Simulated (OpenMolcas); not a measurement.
A run on W4+ among 5 point charges of -2 e arranged as a trigonal bipyramid (D3h), 2.25 Å from the ion, with the axial distance 1.958 Å.

- Program: OpenMolcas
- Method: CASSCF
- Basis: ANO-RCC-VDZP [7s6p4d2f1g]
- Scalar Hamiltonian: DKH2, point nucleus
- Active space: 2 electrons in 5 orbitals (5d)
- State averaging: 2S+1 = 3 even, 10 roots; 2S+1 = 1 even, 15 roots
- Spin-orbit coupling: RASSI with atomic mean-field integrals over the reference wave functions

68 basis functions. Blocks (2S+1, parity, CSFs, roots kept): 3, even, 10, 10; 1, even, 15, 15.

Task: How long do the RASSCF and RASSI steps take on 1 thread of Arm Neoverse V2, on a shared host?

Result: About 7 s of wall time, without the integral step.
